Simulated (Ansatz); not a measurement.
System (SMILES): Br (HBr).
Atoms: Br1, H2. Bonds: Br1-H2.

Basis-set convergence of the highest harmonic wavenumber at HF with Ansatz (a quantum-chemistry and plane-wave program). Each level at its own minimum, finite differences of forces, unscaled; the reference is a large set that could be run, not a limit. Cartesian d functions, on some or all atoms, in 3-21G, 6-31G; all else is spherical. The program fits the integrals of some runs and decomposes those of others, by size. No added dispersion term, no relativity. Reference: the value in def2-QZVPPD, 2797 cm⁻¹, itself unsure by roughly 1 cm⁻¹ (its mean distance from pcseg-3, def2-QZVPP, cc-pVQZ).

| basis | functions | highest harmonic wavenumber (cm⁻¹) |
|---|---|---|
| pcseg-0 | 24 | 2478 |
| 3-21G | 25 | 2474 |
| 6-31G | 31 | ___ |
| pcseg-1 | 32 | 2793 |
| def2-SV(P) | 34 | ___ |
| aug-cc-pVDZ | 45 | 2802 |
| aug-pcseg-1 | 45 | 2788 |
| def2-SVPD | 49 | ___ |
| 6-311G** | 50 | 2799 |
| def2-TZVP | 54 | 2793 |
| cc-pVTZ | 57 | 2794 |
| pcseg-2 | 57 | ___ |
| def2-TZVPP | 62 | 2793 |
| def2-TZVPD | 66 | 2798 |
| aug-pcseg-2 | 82 | 2792 |
| pcseg-3 | 101 | 2793 |
| def2-QZVP | 105 | 2797 |
| def2-QZVPP | 119 | 2796 |

Task: Complete the blanks.

Result: 
- 6-31G, highest harmonic wavenumber (cm⁻¹): 2655
- def2-SV(P), highest harmonic wavenumber (cm⁻¹): 2762
- def2-SVPD, highest harmonic wavenumber (cm⁻¹): 2818
- pcseg-2, highest harmonic wavenumber (cm⁻¹): 2790
